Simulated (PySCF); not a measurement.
A structure optimised at PBE-D3(BJ)/def2-SVP, used in a PySCF frequency run:

```
C
H 1 1.1117
O 1 1.4843 2 108.24
C 3 1.4034 1 88.33 2 114.23
C 4 1.3500 3 96.21 1 0.22
F 5 1.3307 4 137.72 3 179.83
H 4 1.0976 5 141.88 6 -0.90
C 1 1.5103 2 112.45 3 -124.44
H 8 1.1074 1 110.43 2 176.81
H 8 1.1083 9 109.01 1 121.69
H 8 1.1090 9 108.65 10 117.57
```
Charge 0, spin multiplicity 1.

Problem. Write its SMILES and formula.

Solution. C[C@@H]1OC=C1F, C4H5FO

Problem. What are its rotational constants (standard atomic weights)?

Solution. 5.4662, 3.5344, 2.3390 GHz
